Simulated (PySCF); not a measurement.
## Computed properties of GeCl₄, SMILES [Cl][Ge]([Cl])([Cl])[Cl]

GeCl4, SMILES [Cl][Ge]([Cl])([Cl])[Cl]. Geometry: ωB97X-D3(BJ)/def2-SVP. The isomer is the one that the SMILES or the coordinates give; other isomers of the formula were not compared. One conformer was computed; it need not be the lowest. All values are computed for the isolated molecule unless a solvent is named; none is compared with measurement here.

**Structure.** The optimised structure has Td symmetry. All 9 harmonic modes at ωB97X-D3(BJ)/def2-SVP (PySCF) are real, so it is a minimum. With heavy atoms numbered as in [Cl:1][Ge:2]([Cl:3])([Cl:4])[Cl:5], the shortest bond between them is Ge2–Cl3 at 2.116 Å and the longest Cl1–Ge2 at 2.116 Å.

**Vibrations.** The strongest infrared lines (harmonic, unscaled, degenerate partners summed) lie at 484 cm⁻¹ (267 km/mol, Cl 60 %, Ge 40 %), 170 cm⁻¹ (32 km/mol, Cl 74 %, Ge 26 %). The softest mode is at 126 cm⁻¹ and the zero-point energy is 3.8 kcal/mol.

**Electronic structure.** CAM-B3LYP/def2-TZVP (PySCF) places the frontier levels at -11.04 and -1.19 eV, a gap of 9.85 eV, and gives a dipole moment of 0.00 D and a mean polarisability of 72.8 bohr³. PBE/def2-TZVP (PySCF) at the same geometry gives -8.20 and -3.21 eV, so its gap is 4.86 eV narrower. An orbital gap is neither the optical nor the fundamental gap.

**Excitations.** TDA-CAM-B3LYP/def2-SVPD (PySCF) has S1 at 6.16 eV (201 nm, f = 0.000, dark); the most intense of the 10 singlets computed lies at 6.87 eV (f = 0.26). Strengths of degenerate partners are summed. T1 (TDA) is at 5.70 eV, 0.46 eV under S1. TDA-PBE/def2-SVPD (PySCF) puts S1 at 5.03 eV. No vertical singlet excitation falls in the visible range (under 3.1 eV).
